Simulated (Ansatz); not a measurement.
Relaxation of ClF$_{3}$H$_{3}$NTi (9 atoms, charge 0, multiplicity 1), to a largest force component of 0.03 eV/Å in at most 50 steps.

Level of theory: Ansatz, RKS PBE-D4/def2-SVP.

```xyz
9
Properties=species:S:1:pos:R:3
Ti -0.609 0.299 -0.481
Cl 0.064 -1.250 2.666
F 1.096 0.623 -0.237
F -1.237 1.008 -1.950
N -0.898 -1.529 -0.604
H -1.562 -1.999 -1.230
H -0.476 -2.189 0.061
F -1.537 0.967 0.925
H -0.901 -0.345 2.456
```

Task: Where does it end, and by what steps?

Result: The forces met the threshold. After 8 steps the energy has fallen by 0.054 eV; Cl2 moved furthest, 0.25 Å.

```tsv
step	energy less start (eV)	largest force component (eV/Å)	accepted
0	0.0000	0.679	yes
1	-0.0236	0.774	yes
2	-0.0420	0.444	yes
3	-0.0464	0.110	yes
4	-0.0510	0.212	yes
5	-0.0528	0.060	yes
6	-0.0532	0.046	yes
7	-0.0536	0.035	yes
8	-0.0537	0.016	yes
```

```xyz
9
Properties=species:S:1:pos:R:3
Ti -0.623 0.312 -0.495
Cl -0.151 -1.338 2.749
F 1.095 0.658 -0.389
F -1.354 1.027 -1.911
N -0.887 -1.516 -0.588
H -1.401 -2.049 -1.298
H -0.548 -2.118 0.176
F -1.360 0.905 1.030
H -0.831 -0.297 2.332
```

Whether the end is a true minimum wasn't checked by a vibrational analysis.

Run time: 17 s on 4 threads of Arm Neoverse V1, with other jobs on the host, peak memory 0.19 GiB.
